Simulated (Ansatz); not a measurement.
`N[SiH](F)Br` + H₂Se → `N[SiH]([SeH])Br` + H–F at 600 K and 1 bar (ligand exchange at the Si–F bond).

Computed with Ansatz on PBE0-D4/def2-TZVP structures; ΔE is electronic, products minus reactants. CBS: MP2 limit from def2 TZ/QZ plus the TZ coupled-cluster correction, frozen cores. This one scheme is used for every species. For Br, Se outer-core shells are correlated without core-valence functions, which leaves a few kJ/mol of doubt a bond. Scalar relativity is left out up to krypton. One conformer a species, not always the lowest.

```
          species  CCSD(T)/CBS energy (Eh)  H − E (kJ/mol)  S (J/(mol·K))
    `N[SiH](F)Br`              -3018.85213           151.9          400.2
             H₂Se              -2401.89790            57.0          244.8
`N[SiH]([SeH])Br`              -5320.32482           175.8          444.2
              H–F               -100.39570            42.3          194.0
```

H − E and S are ideal-gas, rigid-rotor, harmonic terms from PBE0-D4/def2-TZVP, for one conformer and one mirror image of each species. 1 Eh = 2625.50 kJ/mol, R = 8.31446 J/(mol·K).

Problem. By hand: ΔE, ΔH, ΔS and ΔG.

Solution. ΔE = (-5320.32482) + (-100.39570) − (-3018.85213) − (-2401.89790) = 0.02951 Eh = 77.5 kJ/mol. Δ(H − E) = 175.8 + 42.3 − 151.9 − 57.0 = 9.2, so ΔH = 86.7 kJ/mol. ΔS = 444.2 + 194.0 − 400.2 − 244.8 = -6.8 J/(mol·K). ΔG = 86.7 − 600 × (-6.8)/1000 = 90.8 kJ/mol.

Problem. By hand: the equilibrium constant, and the temperature at which ΔG would vanish if ΔH and ΔS stayed fixed.

Solution. log₁₀ K = −ΔG/(RT ln 10) = -7.9. ΔH and −TΔS have one sign here, so there is no such temperature.

The number of gas molecules stays the same, so ΔS is small and ΔH decides. A doubt of 5 kJ/mol in ΔE shifts log₁₀ K by 0.4 here. Other conformers and mirror images would add mixing entropy, several J/(mol·K) or more a flexible species. These are equilibria of isolated gas molecules and say nothing of rates. Largest T1 diagnostic: 0.009 (customary marks: 0.02 for closed shells, 0.045 for open ones).

ΔS is within the doubt of such terms, so its sign, and with it that verdict, could turn.
